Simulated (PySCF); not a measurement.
InI, SMILES [In][I] (connectivity only; charge and spin as stated), neutral, multiplicity 1.

Geometry: r2SCAN-D4/def2-TZVP. The def2 effective core potentials stand for the cores of I, In; spin–orbit coupling is left out.

Computed with r2SCAN-D4/def2-TZVP run with PySCF 2.14.0.

Frequencies are harmonic and unscaled.

Computed vibrational spectrum:
```csv
mode,ν (cm⁻¹),IR (km/mol),Raman (Å⁴/amu),depolarisation,moving atoms (share of kinetic energy)
1,176,30.7,8.8,0.33,"In 52 %, I 48 %"
```
